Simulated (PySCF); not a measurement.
C₃H₉AlO₂.

```xyz
15

Al    -0.0677     0.0811     0.0626
C      1.8099    -0.3183    -0.2654
C      2.8277     0.6226     0.3976
H      1.9560    -0.3375    -1.3617
H      1.9841    -1.3635     0.0520
H      2.7229     0.6278     1.4946
H      2.6954     1.6648     0.0649
H      3.8680     0.3343     0.1683
O     -0.4672     1.4144     1.0510
H     -1.3415     1.7264     1.2969
O     -1.2613    -0.9049    -0.6411
C     -2.6434    -1.0508    -0.7235
H     -2.9594    -2.0395    -0.3413
H     -3.1965    -0.2827    -0.1457
H     -2.9857    -0.9814    -1.7731
```
Charge 0, spin multiplicity 1.

Geometry: B3LYP-D3(BJ)/def2-SVP. One conformer was computed; it need not be the lowest.

The numbers are results of HF/pcSseg-1 run with PySCF, not measurements. Non-relativistic, no solvent.

Question: Give the absolute GIAO shielding of each atom: isotropic value and principal components (ppm). (An estimate is asked for; the answer gives what the named calculation found.)

Answer: 
```
atom  σ(iso)    σ11    σ22    σ33   span
----  ------  -----  -----  -----  -----
Al1    470.9  413.6  441.5  557.6  144.0
C2     197.6  184.1  194.8  214.0   29.9
C3     180.3  175.5  176.0  189.5   13.9
H4      31.7   26.4   30.0   38.7   12.3
H5      31.7   26.4   30.0   38.7   12.3
H6      30.7   25.9   29.0   37.1   11.2
H7      30.7   25.9   29.0   37.1   11.2
H8      30.5   25.0   28.0   38.4   13.4
O9     323.1  280.7  323.1  365.6   84.9
H10     29.9   21.4   23.3   44.9   23.6
O11    342.9  293.5  361.7  373.5   79.9
C12    142.0  116.9  122.4  186.6   69.7
H13     28.1   23.6   25.7   35.0   11.4
H14     28.3   23.5   26.9   34.5   10.9
H15     28.1   23.6   25.7   35.0   11.4
```
